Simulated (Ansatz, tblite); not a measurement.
Cost and result up the ladder for Al9N9H26, a nanocrystal cut from wurtzite AlN (hydrogen-capped) (44 atoms). Charge 0, multiplicity 1. Geometry: PBE-D4/def2-SVP.

Cartesian coordinates in Å:
```
N -1.594 -0.733 -2.718
Al -1.464 -1.674 -1.021
N 0.128 -2.833 -1.379
Al -2.293 0.733 0.573
N -0.776 -0.480 0.278
Al -0.609 -1.331 1.962
Al 1.614 -2.630 -0.159
N 1.002 -2.482 1.669
N 0.113 -0.047 3.232
Al 0.053 0.127 -3.381
Al -1.074 2.649 -1.729
N -1.546 2.463 0.159
N 0.408 1.344 -1.921
Al 0.729 0.499 -0.266
N 2.182 -0.814 -0.532
Al -0.167 3.013 1.431
N 1.272 1.691 1.090
Al 1.808 0.831 2.737
H -1.999 -1.343 -3.445
H -2.276 0.047 -2.618
H -2.653 -2.679 -0.672
H -0.156 -3.817 -1.501
H 0.506 -2.530 -2.304
H -3.398 0.225 -0.502
H -2.641 0.531 2.145
H -1.742 -2.312 2.509
H 2.734 -3.753 -0.351
H 0.884 -3.399 2.125
H 1.788 -2.013 2.170
H -0.566 0.736 3.342
H 0.185 -0.464 4.174
H -0.140 0.827 -4.806
H 1.162 -1.091 -3.326
H -2.292 2.038 -2.619
H -0.513 4.112 -2.080
H -2.310 3.151 0.299
H 1.223 1.921 -2.189
H 2.522 -0.753 -1.506
H 2.977 -0.569 0.082
H -0.699 2.678 2.932
H 0.405 4.480 1.119
H 2.070 2.261 0.762
H 2.794 -0.436 2.366
H 2.349 1.824 3.868
```

Ansatz on 2 threads of AMD EPYC 7R13 on a shared host and a share (18 GiB) of an NVIDIA H100 80GB HBM3; xTB runs through tblite on one thread. Times are rough, summed over both states, and most runs start from the orbitals of an earlier one. PBE0-D4/def2-TZVP serves as the yardstick here, not as an exact answer. The other state is a doublet.

The xTB rows come from tblite. Single mean-field runs in def2-TZVP are fitted with def2-universal-jkfit.

Raw xTB energies of ions are shifted by several eV.

```csv
level,functions,wall time
GFN2-xTB,143,0.38 s
GFN1-xTB,169,0.43 s
BLYP-D4/def2-TZVP,768,21 s
PBE0-D4/def2-TZVP (with forces),768,25 s
PBE-D4/def2-TZVP,768,28 s
```

Task: Estimate what each level gives for the vertical IE (eV).

Result: 
| level | vertical IE (eV) | difference from PBE0-D4/def2-TZVP (eV) |
| --- | --- | --- |
| GFN2-xTB | 11.89 | 3.20 |
| GFN1-xTB | 11.40 | 2.72 |
| BLYP-D4/def2-TZVP | 7.99 | -0.70 |
| PBE0-D4/def2-TZVP (with forces) | 8.69 | 0.00 |
| PBE-D4/def2-TZVP | 8.01 | -0.68 |
